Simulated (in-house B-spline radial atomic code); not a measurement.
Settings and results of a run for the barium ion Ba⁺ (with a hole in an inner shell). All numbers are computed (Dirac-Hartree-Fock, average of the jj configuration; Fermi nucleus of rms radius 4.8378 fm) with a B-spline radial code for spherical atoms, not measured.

In the input, a minus or plus after the letter marks the j = l - 1/2 or j = l + 1/2 subshell.

Command:
```bash
python run_scf.py task.json out
```
Settings (nuclear radius in fm, mass in u):
```
Z                56
configuration    1s2 2s2 2p6 3s2 3p-1 3p+4 3d10 4s2 4p6 4d10 5s2 5p6 6s2
hamiltonian      dirac
method           hf
spin_polarised   False
nucleus          fermi
rms_radius       4.8378
atomic_mass      137.90525
speed_of_light   137.035999084
```

Output (hartree, bohr):
```
 radial grid: 81 intervals, B-splines of order 8, outer radius 60 bohr

 iter        energy (Eh)    residual
    1       -8082.711528    6.27e-01
    2       -8090.593328    3.96e-01
    3       -8093.121560    9.29e-02
    4       -8093.319057    2.70e-02
    5       -8093.341651    1.14e-02
    6       -8093.344616    1.94e-03
    7       -8093.344828    5.18e-04
    8       -8093.344847    9.11e-05
    9       -8093.344848    1.73e-05
   10       -8093.344848    2.43e-06
   11       -8093.344848    2.63e-07

 total energy                     -8093.34485
 kinetic                            8635.7276
 electron-nucleus                 -19622.4014
 electron-electron                  2893.3289

 first-order corrections (not in the total)
   Gaunt                             7.2134
   retardation                      -0.7485
   frequency dependence             -0.0791
   self-energy                       5.0053
   Uehling                          -0.7154
   Wichmann-Kroll                    0.0180
   recoil                            0.0215

 orbital      occ     eigenvalue          <r>       <r^2>       <1/r>     <1/r^3>     <1/r^2>       r_max    small
 1s1/2      2.000     -1386.6676    0.0255717 0.000887937     60.7031           -     8123.98     0.01643  4.28e-02
 2s1/2      2.000      -224.9396     0.109083    0.014098     14.2834           -     975.956     0.09287  9.28e-03
 2p1/2      2.000      -211.3802    0.0920791   0.0104466     14.2097           -     310.533     0.07117  9.25e-03
 2p3/2      4.000      -197.4453    0.0978966   0.0116753     12.9916     6290.05     229.894     0.07614  8.75e-03
 3s1/2      2.000       -50.1968     0.288999   0.0955395     5.17171           -     203.342       0.265  2.85e-03
 3p1/2      1.000       -44.8748     0.280675   0.0917482     5.06025           -     64.8275      0.2524  2.77e-03
 3p3/2      4.000       -41.8924     0.290392   0.0977553     4.77673     1274.49     48.8038      0.2627  2.65e-03
 3d3/2      4.000       -31.9650     0.261091   0.0803586      4.6299     207.015     26.8562      0.2118  2.52e-03
 3d5/2      6.000       -31.5861     0.264717    0.082432     4.54985     189.392     25.7381      0.2151  2.47e-03
 4s1/2      2.000       -11.2114     0.662518    0.494463     2.13029           -     46.3783       0.617  8.61e-04
 4p1/2      2.000        -8.9949      0.68351    0.531397     2.04515           -     14.9053      0.6301  8.17e-04
 4p3/2      4.000        -8.4250     0.707628    0.568214     1.93457     267.747     11.0069      0.6501  7.58e-04
 4d3/2      4.000        -4.7632      0.76775     0.68185     1.71745     35.8783     5.34663      0.6743  6.20e-04
 4d5/2      6.000        -4.6619     0.776284    0.696862     1.69388     32.6461     5.13668      0.6816  6.08e-04
 5s1/2      2.000        -2.0872      1.57754     2.78427    0.832154           -     8.04712       1.429  1.85e-04
 5p1/2      2.000        -1.3864      1.75757     3.48201     0.74336           -     2.35084       1.559  1.53e-04
 5p3/2      4.000        -1.2954       1.8226     3.74442    0.710012     38.0701     1.76058       1.613  1.41e-04
 6s1/2      2.000        -0.3896      4.12183     18.9622    0.302201           -     1.02217       3.664  2.78e-05
```

Cost of the run: 1.5 s on 1 thread of Arm Neoverse V1, on a shared host.

For the Dirac Hamiltonian the kinetic term is c α·p + (β - 1)c².
